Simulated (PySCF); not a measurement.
C4H12Si2, SMILES C1C[SiH2]C[SiH2]C1.

The structure is a stationary point at ωB97X-D3(BJ)/def2-SVP. Other conformers were not sampled.

Level of theory: PySCF with TDA-PBE/def2-SVPD.

Vertical excitations. The molecule is in vacuum. State labels are in the subgroup Cs.

```
state  symmetry  energy (eV)  λ (nm)      f          main pairs
-----  --------  -----------  ------  -----  ------------------
S1           A'         6.38     194  0.003      HOMO→LUMO 99 %
S2           A'         6.59     188  0.006    HOMO→LUMO+1 98 %
S3           A"         6.84     181  0.023    HOMO−1→LUMO 98 %
S4           A"         6.97     178  0.006    HOMO→LUMO+2 89 %
S5           A'         7.09     175  0.006    HOMO→LUMO+3 99 %
S6           A"         7.09     175  0.043  HOMO−1→LUMO+1 85 %
T1           A'         6.19     200      0      HOMO→LUMO 99 %
T2           A'         6.41     193      0    HOMO→LUMO+1 99 %
```
Triplets are in the Tamm–Dancoff approximation.
